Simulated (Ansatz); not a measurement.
```yaml
crystal:
  periodic: [false, false, false]
  atoms:
    - {symbol: C, position_ang: [4.643864, -0.529059, -0.063762]}
    - {symbol: C, position_ang: [3.206384, -0.154786, -0.328478]}
    - {symbol: O, position_ang: [2.861088, 0.530813, -1.257009]}
    - {symbol: S, position_ang: [2.106863, -0.850915, 0.887208]}
    - {symbol: C, position_ang: [0.429708, -0.301385, 0.376048]}
    - {symbol: C, position_ang: [0.060234, -0.839196, -1.010965]}
    - {symbol: C, position_ang: [-1.383160, -0.438406, -1.339077]}
    - {symbol: C, position_ang: [-1.504138, 1.088406, -1.321120]}
    - {symbol: C, position_ang: [-1.144081, 1.615687, 0.071069]}
    - {symbol: C, position_ang: [-2.092567, 1.011219, 1.109859]}
    - {symbol: C, position_ang: [-1.963006, -0.514501, 1.090861]}
    - {symbol: C, position_ang: [-2.331120, -1.041186, -0.299076]}
    - {symbol: C, position_ang: [-0.519116, -0.909074, 1.420972]}
    - {symbol: C, position_ang: [0.300457, 1.225600, 0.407502]}
    - {symbol: H, position_ang: [4.764067, -1.622253, -0.099378]}
    - {symbol: H, position_ang: [5.276616, -0.060070, -0.827897]}
    - {symbol: H, position_ang: [4.951379, -0.193116, 0.937734]}
    - {symbol: H, position_ang: [0.166133, -1.936775, -1.017281]}
    - {symbol: H, position_ang: [0.751618, -0.430632, -1.761472]}
    - {symbol: H, position_ang: [-1.639330, -0.819444, -2.341604]}
    - {symbol: H, position_ang: [-0.834228, 1.529874, -2.077706]}
    - {symbol: H, position_ang: [-2.532081, 1.389734, -1.585609]}
    - {symbol: H, position_ang: [-1.228487, 2.715013, 0.084988]}
    - {symbol: H, position_ang: [-3.133791, 1.303924, 0.892116]}
    - {symbol: H, position_ang: [-1.853687, 1.400714, 2.114154]}
    - {symbol: H, position_ang: [-2.633586, -0.955661, 1.846922]}
    - {symbol: H, position_ang: [-2.264924, -2.142384, -0.318301]}
    - {symbol: H, position_ang: [-3.375926, -0.778876, -0.537332]}
    - {symbol: H, position_ang: [-0.244641, -0.550570, 2.427684]}
    - {symbol: H, position_ang: [-0.413672, -2.007283, 1.426949]}
    - {symbol: H, position_ang: [0.574803, 1.596214, 1.409176]}
    - {symbol: H, position_ang: [0.998325, 1.668383, -0.317154]}
basis:
  gaussian: {orbitals: def2-TZVP, initial_orbitals: start.molden}
hamiltonian: {xc: pbe0, dispersion: d4}
scf: {omitted_lower_state_checks: [starts]}
output: {forces: true, orbitals: {seedname: orbitals}}
```

The file start.molden holds the orbitals of an earlier run on this structure, at another level or in another basis.

```sh
$ ansatz run in.yaml --threads 4 --pin off --events-out ev --progress --plain --max-ram 6963MiB
```

Question: Does this run fit into the memory that it is given?

Answer: No. It has 548 basis functions, and Ansatz plans for 6.84 GiB where 6.79 GiB are given.
